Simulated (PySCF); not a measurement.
## Radial density of Ti(2+) (titanium, charge +2)

UHF, [Ar] 3d1 4s1, high-spin 3D determinant (an excited configuration). Computed with PySCF 2.14 in dyall-av2z (16s12p7d2f, 101 functions), with no relativity, point nucleus.

| r (bohr) | 4πr²ρ (e/bohr) | 4πr²(ρα − ρβ) |
| --- | --- | --- |
| 0.00138 | 0.1610 | 0.0001 |
| 0.00232 | 0.4374 | 0.0003 |
| 0.00391 | 1.154 | 0.0007 |
| 0.00658 | 2.905 | 0.0017 |
| 0.0111 | 6.746 | 0.0038 |
| 0.0186 | 13.73 | 0.0075 |
| 0.0313 | 22.42 | 0.0109 |
| 0.0526 | 25.93 | 0.0073 |
| 0.0885 | 20.68 | -0.0029 |
| 0.149 | 22.27 | 0.0169 |
| 0.250 | 27.58 | 0.0843 |
| 0.421 | 12.21 | 0.2744 |
| 0.709 | 9.015 | 0.7588 |
| 1.19 | 7.228 | 0.6678 |
| 2.01 | 1.222 | 0.5125 |
| 3.37 | 0.3651 | 0.3606 |
| 5.67 | 0.01788 | 0.0179 |
| 16.0 | 4.637e-05 | 0.0000 |

(1) Where is the radial spin density 4πr²(ρα − ρβ) most negative, and why is it negative at all?

## Answers

(1) Around r = 0.0885 bohr, down to -0.0029 e/bohr: exchange with the open shell polarises the paired shells in an unrestricted calculation.
